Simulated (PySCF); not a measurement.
Gas-phase thermal properties of SeF₆

Energies from PySCF (xtb for GFN2), thermal terms from the rigid-rotor harmonic-oscillator model, ideal gas at 1 bar. 6-31G* has spherical d functions here. All species are closed-shell singlets. B3LYP is the form with VWN-RPA correlation. Se: all electrons, no relativistic terms. The harmonic model lacks anharmonicity and excited electronic states, which grow with temperature; levels with a mode under 35 cm⁻¹ are left out.

| level | point group | σ | ZPE (kJ/mol) | S°298 (J/mol/K) | Cp298 (J/mol/K) | S°1000 (J/mol/K) | H1000 − H298 (kJ/mol) |
|---|---|---|---|---|---|---|---|
| B3LYP/6-31G* | Oh | 24 | 43.5 | 320.9 | 113.9 | 488.1 | 99.5 |
| GFN2-xTB | Oh | 24 | 31.2 | 346.6 | 131.3 | 524.5 | 104.7 |
| HF/6-31G* | Oh | 24 | 50.1 | 309.1 | 105.4 | 470.5 | 96.6 |
| PBE/def2-SVP | Oh | 24 | 42.8 | 320.9 | 114.8 | 488.8 | 99.8 |
| PBE0/def2-TZVP | Oh | 24 | 46.1 | 314.0 | 110.4 | 479.0 | 98.5 |
σ: rotational symmetry number. Electronic degeneracy used: 1. Frequencies are unscaled.
